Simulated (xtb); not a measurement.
Job for xtb: GFN1-xTB on CH4O2Sn (SMILES C[O][Sn][OH]), a point of a torsion scan.

```
$ xtb mol.xyz --gfn 1 --sp --chrg 0 --uhf 0
8

C     -1.16380722     0.15561955    -0.66704674
O     -1.00983273     0.66984992     0.62815832
Sn    -0.91555130     0.98422133     2.62214008
O     -1.40444391    -0.63015249     3.70449193
H     -2.18998722    -0.18407370    -0.82608394
H     -0.49085162    -0.69007301    -0.82712945
H     -0.93210432     0.93522318    -1.39923898
H     -1.67141810    -1.51522060     3.94282677
```

Problem. Predict the final total energy.

Solution. -16.2320 hartree.
